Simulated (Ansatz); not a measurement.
Stepwise reaction of `C[SiH](C)[SiH2]Cl` with hydrogen, as a gas-phase model of exchange steps in deposition or etching. ΔE in kJ/mol.

Computed with Ansatz on PBE0-D4/def2-TZVP structures; ΔE is electronic, products minus reactants. CBS: MP2 limit from def2 TZ/QZ plus the TZ coupled-cluster correction, frozen cores. This one scheme is used for every species. Functionals use def2-TZVPP. B3LYP here is the variant with VWN-RPA as its local correlation; programs differ in this. One conformer a species, not always the lowest.

```
step                                         reaction  PBE-D4  B3LYP-D4  ωB97M-V  CCSD(T)/CBS
   2  `C[SiH2][SiH2]Cl` + H₂ → `[SiH3][SiH2]Cl` + CH₄   -24.1     -29.3    -26.5        -26.4
```

Question: Give the row of step 1, `C[SiH](C)[SiH2]Cl` + H₂ → `C[SiH2][SiH2]Cl` + CH₄. (Best estimate.)

Answer: The calculation gave: 
```tsv
step	reaction	PBE-D4	B3LYP-D4	ωB97M-V	CCSD(T)/CBS
1	`C[SiH](C)[SiH2]Cl` + H₂ → `C[SiH2][SiH2]Cl` + CH₄	-22.8	-27.5	-24.7	-24.7
```

Question: By hand: ΔE of the 2 steps together at CCSD(T)/CBS.

Answer: (-24.7) + (-26.4) = -51.1 kJ/mol, or -25.5 kJ/mol a step.

In ΔE the steps differ by no more than 1.7 kJ/mol. All are downhill at CCSD(T)/CBS. PBE-D4 differs from CCSD(T)/CBS by 1.9 to 2.3 kJ/mol a step. Isolated molecules leave out the surface, adducts and barriers. Largest T1 diagnostic: 0.011.
